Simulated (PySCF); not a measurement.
# Mass spectrum arithmetic for `Cc1ncn([SiH3])n1`

Species: `CC1=NN([SiH3])C=N1`.

Calculated from tabulated atomic weights, isotope masses and abundances; no fragmentation.

Problem. Molar mass and exact mass?

Solution. For C3H7N3Si, with standard atomic weights, 3 × 12.011 + 3 × 14.007 + 1 × 28.085 + 7 × 1.008 = 113.195 g/mol. From the most abundant isotopes (12C, 14N, 28Si, 1H), 3 × 12.000000 + 3 × 14.003074 + 1 × 27.976927 + 7 × 1.007825 = 113.0409 u.

Problem. What cluster does the molecular ion M+• show when like nominal masses merge?

Solution. 
```tsv
nominal mass	m/z (centroid)	relative intensity
113	113.0404	100.0
114	114.0410	9.5
115	115.0376	3.7
116	116.0392	0.2
```

Cut off at 0.1 %. One electron mass, 0.00055 u, is taken off. Abundances used (%; other tables differ somewhat): 12C 98.93, 13C 1.07; 14N 99.632, 15N 0.368; 28Si 92.2297, 29Si 4.6832, 30Si 3.0872; 1H 99.9885, 2H 0.0115.

Problem. What resolving power m/Δm just matches the spacing of the species with one 29Si and with one 13C?

Solution. They lie 0.00379 u apart at mass 114.04, so m/Δm is about 30000.

Problem. How many rings plus π bonds does the formula give with the usual valences, and does the nitrogen rule hold?

Solution. (2 × 4 + 2 + 3 − 7)/2 = 3; the structure has 1 ring and 2 π bonds. The nominal mass 113 is odd, with 3 nitrogens, as the rule says.

Problem. What share of all molecules is the monoisotopic species?

Solution. 0.9893^3 × 0.99632^3 × 0.922297 × 0.999885^7 = 88.25 %.

Problem. Give the mass fraction of each element.

Solution. C 31.83 %, N 37.12 %, Si 24.81 %, H 6.23 %.
